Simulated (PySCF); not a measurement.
This script is equivalent to a calculation on S¹⁴⁺ (sulfur, charge +14).

```python
from pyscf import gto, scf, dft, mp, cc
mol = gto.M(atom="S 0 0 0", charge=14, spin=0, symmetry="D2h",
            basis=gto.etbs([(0, 15, 9.6, 2.2), (1, 7, 15, 2.4), (2, 4, 44, 2.4), (3, 3, 67, 2.4), (4, 3, 100, 2.4)]))
mf = scf.UHF(mol)
mf.irrep_nelec = {'Ag': (1, 1)}
mf.kernel()
```

Question: What total energy does it give?

Answer: -246.11096 hartree (calculated).

Question: Which occupied shell lies highest, and where?

Answer: 1s, at -3215.5 eV.
